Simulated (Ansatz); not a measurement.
Basis-set extrapolation for C7H10, SMILES `C=CC1(C=C)CC1` (PBE0-D4/def2-TZVP geometry, frozen core, Ansatz 0.2.0). Multiplicity 1, RHF reference.

```csv
,def2-TZVPP,def2-QZVPP
HF,-270.917377,-270.929396
MP2 correlation,-1.149815,-1.221322
CCSD(T) correlation,-1.258838,not run
```

Energies in hartree. Use E(X) = E(∞) + A·exp(−7.88·√X) for Hartree–Fock and E(X) = E(∞) + B·X^(−2.97) for correlation, with X = 3 and 4, and add CCSD(T) minus MP2 of the smaller set to the MP2 limit.

Task: What is the CCSD(T) energy at the basis-set limit?

Result: HF limit: -270.929396 + (-0.012019) × 0.13774 = -270.93105. MP2 limit: -1.221322 + (-0.071507) × 0.74074 = -1.27429. Higher-order term: -1.258838 − (-1.149815) = -0.10902. Total: -272.31436 hartree, 86.7 kcal/mol below CCSD(T)/def2-TZVPP.
